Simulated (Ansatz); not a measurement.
Frontier orbitals of BH₅S₂Si.

Cartesian coordinates in Å:
```
Si -0.820 0.207 -1.171
B 0.017 0.282 0.653
S -0.131 -1.278 1.732
S 1.625 -0.860 0.771
H -0.323 1.279 -2.081
H -0.539 -1.106 -1.823
H -2.301 0.354 -1.074
H 0.195 1.301 1.253
H 2.277 -0.178 1.739
```

Charge 0, multiplicity 1. The bonds changed during the relaxation, so this is another structure than the one it started from. All single points use the PBE0-D4/def2-TZVP geometry. It is one conformer, not always the lowest. Basis def2-TZVPP, Ansatz 0.2.0.

Orbital energies of one run (eV). Highest occupied ones, from the top: -7.08, -8.42, -8.75, -9.19, -9.58, -10.28, -11.24, -13.37, -13.61, -15.31, -18.93, -24.11, -98.86, -98.89. Empty: -1.83, -0.51, 0.01, 0.79, 1.54, 1.70.

(1) Which functional gave them?
A. ωB97X-V
B. PBE
C. ωB97M-V
D. PBE0

Answers

(1) D. HOMO energies: PBE0 -7.08, ωB97X-V -9.39, PBE -5.91, ωB97M-V -9.21 eV.
